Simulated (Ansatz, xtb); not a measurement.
## Isomers of C4H3BrF2O in order of energy

5 gas-phase structures of C4H3BrF2O, from a drawn sample of its isomers (lower ones may exist). Each was relaxed with GFN2-xTB; where two conformers were screened, the lower at r2SCAN-D4/def2-SVP is listed:

A. `FC(F)=C(Br)[C@@H]1CO1`, a singlet
B. `F/C=C/O/C(F)=C/Br`, a singlet
C. `C=C(F)O/C(Br)=C/F`, a singlet
D. `FC1=C(Br)[C@H](F)OC1`, a singlet
E. `CC(=O)/C(F)=C(/F)Br`, a singlet

Problem. Estimate their order in r2SCAN-D4/def2-SVP energy at these geometries, lowest first.

Solution. Calculated order at r2SCAN-D4/def2-SVP: D (0.0), E (2.8), C (22.5), B (25.8), A (26.5) kcal/mol. Less than 1 kcal/mol parts B and A, so the order within that pair means little.

Energies above the lowest of each column, in kcal/mol; the last columns are at PBE0-D3(BJ)/def2-SVP geometries and were run for some of them only (a dash: not run or not comparable):

```json
{"structure": "D", "GFN2-xTB": "0.0", "HF/STO-3G": "0.0", "r2SCAN-D4/def2-SVP": "0.0", "PBE0-D3(BJ)/def2-SVP": "0.0", "CCSD(T)/def2-SVP + ΔMP2/def2-TZVPP": "0.0"}
{"structure": "E", "GFN2-xTB": "15.0", "HF/STO-3G": "25.7", "r2SCAN-D4/def2-SVP": "2.8", "PBE0-D3(BJ)/def2-SVP": "6.4", "CCSD(T)/def2-SVP + ΔMP2/def2-TZVPP": "6.6"}
{"structure": "C", "GFN2-xTB": "21.2", "HF/STO-3G": "42.4", "r2SCAN-D4/def2-SVP": "22.5", "PBE0-D3(BJ)/def2-SVP": "25.2", "CCSD(T)/def2-SVP + ΔMP2/def2-TZVPP": "24.0"}
{"structure": "B", "GFN2-xTB": "21.1", "HF/STO-3G": "44.2", "r2SCAN-D4/def2-SVP": "25.8", "PBE0-D3(BJ)/def2-SVP": "–", "CCSD(T)/def2-SVP + ΔMP2/def2-TZVPP": "–"}
{"structure": "A", "GFN2-xTB": "23.7", "HF/STO-3G": "35.5", "r2SCAN-D4/def2-SVP": "26.5", "PBE0-D3(BJ)/def2-SVP": "–", "CCSD(T)/def2-SVP + ΔMP2/def2-TZVPP": "–"}
```

Every level run on D puts it lowest or level with the lowest. Flexible structures stand in one conformer each, not always the lowest. Frequencies (GFN2-xTB) were run for C, D, E alone. The ΔMP2 step shifts differences by up to 3.2 kcal/mol, which makes them less sure. ΔMP2 is the change of the MP2 energy from the smaller to the larger basis.

Over these structures GFN2-xTB departs from r2SCAN-D4/def2-SVP by 4.6 kcal/mol on average once a common shift is removed. A GFN2-xTB relaxation took about 0.07 s and the r2SCAN-D4/def2-SVP energy about 2.2 s on a shared host (Ansatz 0.2.0, xtb 6.7.1).
